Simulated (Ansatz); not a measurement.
`[GaH2][SeH]` + PH₃ → `[PH2][GaH2]` + H₂Se at 400 K and 1 bar (ligand exchange at a Ga–Se bond).

Isolated molecules relaxed with PBE0-D4/def2-TZVP in Ansatz; ΔE leaves out vibrations. CCSD(T)/CBS is the MP2 limit (def2-TZVPP, def2-QZVPP) plus CCSD(T) − MP2 in def2-TZVPP, frozen cores. This one scheme is used for every species. For Ga, Se outer-core shells are correlated without core-valence functions, which leaves a few kJ/mol of doubt a bond. Scalar relativity is left out up to krypton.

| species | CCSD(T)/CBS energy (Eh) | H − E (kJ/mol) | S (J/(mol·K)) |
| --- | --- | --- | --- |
| `[GaH2][SeH]` | -4326.46797 | 77.5 | 311.3 |
| PH₃ | -342.72256 | 77.1 | 221.7 |
| `[PH2][GaH2]` | -2267.26620 | 102.4 | 311.8 |
| H₂Se | -2401.89790 | 49.4 | 229.5 |

H − E and S are ideal-gas, rigid-rotor, harmonic terms from PBE0-D4/def2-TZVP. 1 Eh = 2625.50 kJ/mol, R = 8.31446 J/(mol·K).

Q: By hand: ΔE, ΔH, ΔS and ΔG.

A: ΔE = (-2267.26620) + (-2401.89790) − (-4326.46797) − (-342.72256) = 0.02643 Eh = 69.4 kJ/mol. Δ(H − E) = 102.4 + 49.4 − 77.5 − 77.1 = -2.8, so ΔH = 66.6 kJ/mol. ΔS = 311.8 + 229.5 − 311.3 − 221.7 = 8.3 J/(mol·K). ΔG = 66.6 − 400 × (8.3)/1000 = 63.3 kJ/mol.

Q: By hand: the equilibrium constant, and the temperature at which ΔG would vanish if ΔH and ΔS stayed fixed.

A: log₁₀ K = −ΔG/(RT ln 10) = -8.3. ΔG = 0 at ΔH/ΔS = 8024 K, far beyond where these terms or the molecules hold.

The number of gas molecules stays the same, so ΔS is small and ΔH decides. A doubt of 5 kJ/mol in ΔE shifts log₁₀ K by 0.7 here. These are equilibria of isolated gas molecules and say nothing of rates. Largest T1 diagnostic: 0.014 (customary marks: 0.02 for closed shells, 0.045 for open ones).
